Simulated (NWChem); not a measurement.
System: CH5BOSe; SMILES [SeH]BOC

```xyz
9

B     -0.5402    -0.5506     0.0000
H     -1.7334    -0.8010     0.0000
O      0.4023    -1.5213     0.0000
C      0.0771    -2.9032     0.0000
H      0.5165    -3.3817    -0.8995
H      0.5165    -3.3817     0.8995
H     -1.0219    -3.0674     0.0000
Se     0.0985     1.2985     0.0000
H     -1.2719     1.8619     0.0000
```
Atoms are numbered in this order, from 1.

Results from NWChem. Pople sets run with spherical d functions. Coordinates come from a PBE-D3(BJ)/def2-SVP optimisation. Vzz is the largest principal value of the second derivative of the potential at the nucleus (NWChem prints the opposite sign); η is the asymmetry. Non-relativistic.

```json
[
 {"level": "Hartree-Fock/6-31G*", "Vzz B1 (a.u.)": "0.370", "η B1": "0.29", "Vzz O3 (a.u.)": "1.508", "η O3": "0.00", "Vzz Se8 (a.u.)": "3.655", "η Se8": "0.79"},
 {"level": "Hartree-Fock/def2-TZVP", "Vzz B1 (a.u.)": "0.399", "η B1": "0.26", "Vzz O3 (a.u.)": "1.547", "η O3": "0.04", "Vzz Se8 (a.u.)": "3.904", "η Se8": "0.78"},
 {"level": "PBE/6-31G*", "Vzz B1 (a.u.)": "[?]", "η B1": "0.35", "Vzz O3 (a.u.)": "[?]", "η O3": "0.14", "Vzz Se8 (a.u.)": "[?]", "η Se8": "[?]"},
 {"level": "PBE/cc-pVTZ", "Vzz B1 (a.u.)": "0.312", "η B1": "0.33", "Vzz O3 (a.u.)": "1.457", "η O3": "0.16", "Vzz Se8 (a.u.)": "3.353", "η Se8": "0.82"}
]
```

**Question.** Complete the blanks.

**Answer.** 
- PBE/6-31G*, Vzz B1 (a.u.): 0.270
- PBE/6-31G*, Vzz O3 (a.u.): 1.399
- PBE/6-31G*, Vzz Se8 (a.u.): 3.292
- PBE/6-31G*, η Se8: 0.91
